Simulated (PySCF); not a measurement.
## How methods differ on the ionisation energy of S⁺

S⁺ [Ne] 3s2 3p3 (4S) → S²⁺ [Ne] 3s2 3p2 (3P), as a difference of total energies. All numbers are calculated (PySCF 2.14, the spin-free X2C one-electron Hamiltonian (Gaussian nucleus), in aug-cc-pVQZ-DK (7s6p4d3f2g, 84 functions)). Correlated levels: valence: [Ne] frozen. The calculations carry no spin-orbit coupling.

| method | ionisation energy (eV) |
| --- | --- |
| UHF | 22.714 |
| LDA | 23.398 |
| PBE | 23.308 |
| PBE0 | 23.376 |
| r2SCAN | 23.508 |
| M06 | 23.236 |
| B97-3 | 23.192 |
| BHandHLYP | 23.132 |
| PW91 | 23.364 |
| MP2 (valence) | 23.374 |
| SCS-MP2 (valence) | 23.184 |

Task: How much does correlation contribute at MP2 (valence)?

Result: 23.374 − (22.714) = 0.660 eV, measured against UHF.

A first-order spin-orbit estimate (lowest level to lowest level, LS coupling) adds -0.062 eV.

Errors of the correlated levels include the incompleteness of this basis and the frozen core.

For comparison: 23.338 eV (measured; NIST Atomic Spectra Database, ionization energies).
